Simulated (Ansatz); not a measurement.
Level of theory: PBE0-D3(BJ)/def2-SVP run with Ansatz (a quantum-chemistry and plane-wave program). No frequencies were computed at this level.

Ansatz 0.2 input:
```yaml
crystal:
  periodic: [false, false, false]
  atoms:
    - { symbol: C, position_ang: [2.61563, -1.968205, 0.471822] }
    - { symbol: O, position_ang: [2.168097, -0.64001, 0.343612] }
    - { symbol: C, position_ang: [0.855262, -0.448241, 0.135261] }
    - { symbol: S, position_ang: [-0.266325, -1.792721, -0.027528] }
    - { symbol: C, position_ang: [-1.567304, -0.668385, -0.253194] }
    - { symbol: C, position_ang: [-2.953366, -0.788507, -0.476116] }
    - { symbol: C, position_ang: [-3.532548, 0.433525, -0.586146] }
    - { symbol: S, position_ang: [-2.411132, 1.747722, -0.42174] }
    - { symbol: C, position_ang: [-1.109362, 0.637827, -0.196334] }
    - { symbol: C, position_ang: [0.280614, 0.785288, 0.028494] }
    - { symbol: Si, position_ang: [1.260355, 2.377302, 0.167317] }
    - { symbol: H, position_ang: [2.136815, -2.465818, 1.321755] }
    - { symbol: H, position_ang: [3.68985, -1.911861, 0.634866] }
    - { symbol: H, position_ang: [2.408129, -2.543377, -0.436759] }
    - { symbol: H, position_ang: [-3.479991, -1.721972, -0.549211] }
    - { symbol: H, position_ang: [-4.565813, 0.659782, -0.756607] }
    - { symbol: H, position_ang: [0.286761, 3.466612, 0.248084] }
    - { symbol: H, position_ang: [2.082883, 2.31744, 1.374922] }
    - { symbol: H, position_ang: [2.101445, 2.523601, -1.022498] }
basis:
  gaussian: { orbitals: def2-svp }
hamiltonian:
  xc: pbe0
  dispersion: d3bj
relax:
  max_steps: 150
```

Output:

```
Functional definition: PBE0
2275 factors; integrals over basis functions are off by at most 4.0e-4 eV
mean field evaluation 1: about -38933.3134 eV, gradient 7.0e1 eV
mean field evaluation 2: about -38918.4278 eV, gradient 1.0e2 eV
mean field evaluation 4: about -38945.6751 eV, gradient 1.0e1 eV
mean field evaluation 8: about -38946.0118 eV, gradient 5.4e-1 eV
mean field evaluation 16: about -38946.0124 eV, gradient 2.9e-4 eV
mean field -38946.01241846 eV, -1431.2395578229 hartree, gradient 2.2e-5 eV, S^2 0.000000; 0 other end points of the search recorded, 0 dependent functions left out
reference -38946.01245473 eV, -1431.2395591558 hartree; 52, 52 occupied and 154, 154 virtual orbitals, 2275 factors
relax step   1: F+E_penalty+E_count = -38946.64609661 eV  Δ(F+E_penalty+E_count) = +0.000e0 eV  max|allowed force component| = 8.723e-1 eV/Å  Δτ_max = 0.0000 Å  (31 SCF iters, accepted)
these checks for a lower state are left out or cut short: starts, cluster_reference, orbital_swaps, neighbouring_geometries, increment
2275 factors; integrals over basis functions are off by at most 4.2e-4 eV
mean field -38946.08319360 eV, -1431.2421587616 hartree, gradient 1.1e-5 eV, S^2 0.000000; 0 other end points of the search recorded, 0 dependent functions left out
reference -38946.08323024 eV, -1431.2421601081 hartree; 52, 52 occupied and 154, 154 virtual orbitals, 2275 factors
relax step   2: F+E_penalty+E_count = -38946.71467342 eV  Δ(F+E_penalty+E_count) = -6.858e-2 eV  max|allowed force component| = 3.197e-1 eV/Å  Δτ_max = 0.0645 Å  (33 SCF iters, accepted)
these checks for a lower state are left out or cut short: starts, cluster_reference, orbital_swaps, neighbouring_geometries, increment
2275 factors; integrals over basis functions are off by at most 4.3e-4 eV
mean field evaluation 32: about -38946.0888 eV, gradient 3.1e-4 eV
mean field -38946.08877454 eV, -1431.2423638574 hartree, gradient 1.1e-5 eV, S^2 0.000000; 0 other end points of the search recorded, 0 dependent functions left out
reference -38946.08881124 eV, -1431.2423652060 hartree; 52, 52 occupied and 154, 154 virtual orbitals, 2275 factors
relax step   3: F+E_penalty+E_count = -38946.72041174 eV  Δ(F+E_penalty+E_count) = -5.738e-3 eV  max|allowed force component| = 6.591e-2 eV/Å  Δτ_max = 0.0124 Å  (34 SCF iters, accepted)
these checks for a lower state are left out or cut short: starts, cluster_reference, orbital_swaps, neighbouring_geometries, increment
2275 factors; integrals over basis functions are off by at most 4.3e-4 eV
mean field -38946.08906596 eV, -1431.2423745666 hartree, gradient 1.5e-5 eV, S^2 0.000000; 0 other end points of the search recorded, 0 dependent functions left out
reference -38946.08910265 eV, -1431.2423759152 hartree; 52, 52 occupied and 154, 154 virtual orbitals, 2275 factors
relax step   4: F+E_penalty+E_count = -38946.72074428 eV  Δ(F+E_penalty+E_count) = -3.325e-4 eV  max|allowed force component| = 1.962e-2 eV/Å  Δτ_max = 0.0043 Å  (26 SCF iters, accepted)
these checks for a lower state are left out or cut short: starts, cluster_reference, orbital_swaps, neighbouring_geometries, increment
2275 factors; integrals over basis functions are off by at most 4.3e-4 eV
mean field -38946.08913798 eV, -1431.2423772136 hartree, gradient 1.1e-5 eV, S^2 0.000000; 0 other end points of the search recorded, 0 dependent functions left out
reference -38946.08917467 eV, -1431.2423785619 hartree; 52, 52 occupied and 154, 154 virtual orbitals, 2275 factors
relax step   5: F+E_penalty+E_count = -38946.72084456 eV  Δ(F+E_penalty+E_count) = -1.003e-4 eV  max|allowed force component| = 1.805e-2 eV/Å  Δτ_max = 0.0070 Å  (26 SCF iters, accepted)
these checks for a lower state are left out or cut short: starts, cluster_reference, orbital_swaps, neighbouring_geometries, increment
2275 factors; integrals over basis functions are off by at most 4.3e-4 eV
mean field -38946.08924391 eV, -1431.2423811064 hartree, gradient 1.2e-5 eV, S^2 0.000000; 0 other end points of the search recorded, 0 dependent functions left out
reference -38946.08928060 eV, -1431.2423824546 hartree; 52, 52 occupied and 154, 154 virtual orbitals, 2275 factors
relax step   6: F+E_penalty+E_count = -38946.72094985 eV  Δ(F+E_penalty+E_count) = -1.053e-4 eV  max|allowed force component| = 1.583e-2 eV/Å  Δτ_max = 0.0112 Å  (25 SCF iters, accepted)
these checks for a lower state are left out or cut short: starts, cluster_reference, orbital_swaps, neighbouring_geometries, increment
2275 factors; integrals over basis functions are off by at most 4.4e-4 eV
mean field -38946.08949267 eV, -1431.2423902481 hartree, gradient 6.6e-6 eV, S^2 0.000000; 0 other end points of the search recorded, 0 dependent functions left out
reference -38946.08952936 eV, -1431.2423915962 hartree; 52, 52 occupied and 154, 154 virtual orbitals, 2275 factors
relax step   7: F+E_penalty+E_count = -38946.72115784 eV  Δ(F+E_penalty+E_count) = -2.080e-4 eV  max|allowed force component| = 1.854e-2 eV/Å  Δτ_max = 0.0338 Å  (26 SCF iters, accepted)
these checks for a lower state are left out or cut short: starts, cluster_reference, orbital_swaps, neighbouring_geometries, increment
2275 factors; integrals over basis functions are off by at most 4.6e-4 eV
mean field evaluation 64: about -38946.0897 eV, gradient 1.1e-5 eV
mean field -38946.08969925 eV, -1431.2423978397 hartree, gradient 1.1e-5 eV, S^2 0.000000; 0 other end points of the search recorded, 0 dependent functions left out
reference -38946.08973593 eV, -1431.2423991876 hartree; 52, 52 occupied and 154, 154 virtual orbitals, 2275 factors
relax step   8: F+E_penalty+E_count = -38946.72134967 eV  Δ(F+E_penalty+E_count) = -1.918e-4 eV  max|allowed force component| = 2.910e-2 eV/Å  Δτ_max = 0.0498 Å  (33 SCF iters, accepted)
these checks for a lower state are left out or cut short: starts, cluster_reference, orbital_swaps, neighbouring_geometries, increment
2275 factors; integrals over basis functions are off by at most 4.7e-4 eV
mean field -38946.08981747 eV, -1431.2424021843 hartree, gradient 1.5e-5 eV, S^2 0.000000; 0 other end points of the search recorded, 0 dependent functions left out
reference -38946.08985415 eV, -1431.2424035323 hartree; 52, 52 occupied and 154, 154 virtual orbitals, 2275 factors
relax step   9: F+E_penalty+E_count = -38946.72149511 eV  Δ(F+E_penalty+E_count) = -1.454e-4 eV  max|allowed force component| = 2.505e-2 eV/Å  Δτ_max = 0.0208 Å  (25 SCF iters, accepted)
these checks for a lower state are left out or cut short: starts, cluster_reference, orbital_swaps, neighbouring_geometries, increment
2275 factors; integrals over basis functions are off by at most 4.8e-4 eV
mean field -38946.09001024 eV, -1431.2424092683 hartree, gradient 1.1e-5 eV, S^2 0.000000; 0 other end points of the search recorded, 0 dependent functions left out
reference -38946.09004694 eV, -1431.2424106170 hartree; 52, 52 occupied and 154, 154 virtual orbitals, 2275 factors
relax step  10: F+E_penalty+E_count = -38946.72170768 eV  Δ(F+E_penalty+E_count) = -2.126e-4 eV  max|allowed force component| = 3.311e-2 eV/Å  Δτ_max = 0.0436 Å  (33 SCF iters, accepted)
these checks for a lower state are left out or cut short: starts, cluster_reference, orbital_swaps, neighbouring_geometries, increment
2275 factors; integrals over basis functions are off by at most 4.9e-4 eV
mean field -38946.09007392 eV, -1431.2424116086 hartree, gradient 2.0e-5 eV, S^2 0.000000; 0 other end points of the search recorded, 0 dependent functions left out
reference -38946.09011063 eV, -1431.2424129575 hartree; 52, 52 occupied and 154, 154 virtual orbitals, 2275 factors
relax step  11: F+E_penalty+E_count = -38946.72179351 eV  Δ(F+E_penalty+E_count) = -8.583e-5 eV  max|allowed force component| = 2.522e-2 eV/Å  Δτ_max = 0.0259 Å  (25 SCF iters, accepted)
these checks for a lower state are left out or cut short: starts, cluster_reference, orbital_swaps, neighbouring_geometries, increment
2275 factors; integrals over basis functions are off by at most 5.0e-4 eV
mean field -38946.09021905 eV, -1431.2424169421 hartree, gradient 2.1e-5 eV, S^2 0.000000; 0 other end points of the search recorded, 0 dependent functions left out
reference -38946.09025576 eV, -1431.2424182911 hartree; 52, 52 occupied and 154, 154 virtual orbitals, 2275 factors
relax step  12: F+E_penalty+E_count = -38946.72188262 eV  Δ(F+E_penalty+E_count) = -8.911e-5 eV  max|allowed force component| = 1.620e-2 eV/Å  Δτ_max = 0.0258 Å  (25 SCF iters, accepted)
these checks for a lower state are left out or cut short: starts, cluster_reference, orbital_swaps, neighbouring_geometries, increment
2275 factors; integrals over basis functions are off by at most 5.1e-4 eV
mean field evaluation 96: about -38946.0903 eV, gradient 2.1e-5 eV
mean field -38946.09028302 eV, -1431.2424192929 hartree, gradient 2.1e-5 eV, S^2 0.000000; 0 other end points of the search recorded, 0 dependent functions left out
reference -38946.09031973 eV, -1431.2424206419 hartree; 52, 52 occupied and 154, 154 virtual orbitals, 2275 factors
relax step  13: F+E_penalty+E_count = -38946.72192407 eV  Δ(F+E_penalty+E_count) = -4.145e-5 eV  max|allowed force component| = 7.782e-3 eV/Å  Δτ_max = 0.0232 Å  (25 SCF iters, accepted)
these checks for a lower state are left out or cut short: starts, cluster_reference, orbital_swaps, neighbouring_geometries, increment
2275 factors; integrals over basis functions are off by at most 5.1e-4 eV
mean field -38946.09030885 eV, -1431.2424202422 hartree, gradient 1.3e-5 eV, S^2 0.000000; 0 other end points of the search recorded, 0 dependent functions left out
reference -38946.09034556 eV, -1431.2424215912 hartree; 52, 52 occupied and 154, 154 virtual orbitals, 2275 factors
relax step  14: F+E_penalty+E_count = -38946.72194755 eV  Δ(F+E_penalty+E_count) = -2.348e-5 eV  max|allowed force component| = 7.712e-3 eV/Å  Δτ_max = 0.0178 Å  (25 SCF iters, accepted)
2275 factors; integrals over basis functions are off by at most 5.1e-4 eV
mean field -38946.09030885 eV, -1431.2424202422 hartree, gradient 1.3e-5 eV, S^2 0.000000; 1 other end points of the search recorded, 0 dependent functions left out
reference -38946.09034556 eV, -1431.2424215912 hartree; 52, 52 occupied and 154, 154 virtual orbitals, 2275 factors
Total energy: -38946.72198425 eV, -1431.2656338850 hartree
Atom 0 at     2.634721    -1.977916     0.438502 Å, force    -0.001804    -0.002010    -0.002018 eV/Å
Atom 1 at     2.159894    -0.658942     0.339589 Å, force    -0.003699     0.002525     0.001543 eV/Å
Atom 2 at     0.856601    -0.459572     0.135133 Å, force     0.006344    -0.003065     0.001324 eV/Å
Atom 3 at    -0.273575    -1.797090    -0.029425 Å, force    -0.000726    -0.002290    -0.000384 eV/Å
Atom 4 at    -1.579608    -0.676478    -0.244435 Å, force     0.001060     0.000560    -0.000499 eV/Å
Atom 5 at    -2.979015    -0.797968    -0.461747 Å, force    -0.002517     0.002124     0.003987 eV/Å
Atom 6 at    -3.561877     0.436557    -0.563350 Å, force     0.000475    -0.003442    -0.004831 eV/Å
Atom 7 at    -2.431608     1.740073    -0.399870 Å, force     0.001176     0.003261     0.003623 eV/Å
Atom 8 at    -1.121089     0.635575    -0.184841 Å, force    -0.003197    -0.000148    -0.001675 eV/Å
Atom 9 at     0.284179     0.787761     0.034052 Å, force     0.007712     0.007185    -0.000030 eV/Å
Atom 10 at     1.265560     2.367518     0.174043 Å, force    -0.006890    -0.005577    -0.000815 eV/Å
Atom 11 at     2.165444    -2.507440     1.286071 Å, force     0.000334     0.001081    -0.000749 eV/Å
Atom 12 at     3.716594    -1.914639     0.605059 Å, force     0.000663    -0.001247     0.000386 eV/Å
Atom 13 at     2.441580    -2.541131    -0.491337 Å, force     0.000044     0.001192     0.000759 eV/Å
Atom 14 at    -3.528046    -1.736185    -0.538878 Å, force     0.000152    -0.001134     0.000425 eV/Å
Atom 15 at    -4.614425     0.660918    -0.729501 Å, force    -0.000664     0.000099    -0.000690 eV/Å
Atom 16 at     0.316312     3.509997     0.011814 Å, force    -0.000760     0.000495    -0.000383 eV/Å
Atom 17 at     1.934113     2.476697     1.505364 Å, force     0.000998    -0.000224     0.001271 eV/Å
Atom 18 at     2.314247     2.452267    -0.886242 Å, force     0.001299     0.000615    -0.001244 eV/Å
Dipole moment:     0.131439    -0.506346     0.028366 e Å
```

Cost: about 8 core-minutes (a rough figure).
